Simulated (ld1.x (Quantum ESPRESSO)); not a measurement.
The numbers below are computed, except where a source is named.
**Potentials for Cl (Z = 17) compared**

Generated with ld1.x 7.5 (TM, RRKJ, ultrasoft, PAW), atompaw 4.2 or ONCVPSP 4.0.1. The cutoff is in Ry: for ld1.x and atompaw files where the sum of valence levels is converged to 10 mRy in a Bessel basis, for ONCV files where the hardest occupied wave has 1 mHa per electron of residual kinetic energy. The error is the largest all-electron minus pseudo excitation energy over each file’s own four to seven test configurations (ionisations up to +4, promotions, holes and added fractions of an electron), all of which were solved. The labels leave out finer settings (local radius, basis sizes, second energies), which also bear on the numbers. Spin-polarised tests are not counted. The rows are a selection from randomly drawn settings: files with unsolved tests, undetermined cutoffs or missed reference levels are left out.

```csv
potential,cutoff (Ry),largest error (meV),bound ghosts
"ultrasoft, PBE, non-relativistic, rc 1.20/1.55/1.80 (spd), local smoothed, core correction no, reference 3s2 3p5",30,-14,none
"TM semilocal, BLYP, scalar-relativistic, rc 1.15/1.00 (sp), local s, core correction yes, reference 3s2 3p5",120,+89,none
"TM, PW91, scalar-relativistic, rc 0.95/1.10 (sp), local p, core correction no, reference 3s2 3p5",140,+299,none
"RRKJ, BLYP, non-relativistic, rc 1.35/1.15/1.45 (spd), local p, core correction yes, reference 3s1.75 3p5.25",80,+162,none
"RRKJ, LDA (PZ), scalar-relativistic, rc 1.15/1.50/1.40 (spd), local smoothed, core correction no, reference 3s2 3p5",45,+433,none
"TM, PBE, non-relativistic, rc 0.90/0.95/0.95 (spd), local s, core correction no, reference 3s2 3p3",160,+139,none
```

Problem. Fill in the row for Cl: RRKJ, PBE, scalar-relativistic, rc 1.35/1.45 (sp), local p, core correction yes, reference 3s2 3p3.

Solution. cutoff 60 Ry, largest error +70 meV, bound ghosts: none.

Problem. Fill in the row for Cl: TM, LDA (PZ), scalar-relativistic, rc 1.15/1.10 (sp), local smoothed, core correction no, reference 3s2 3p5.

Solution. cutoff 90 Ry, largest error +206 meV, bound ghosts: none.
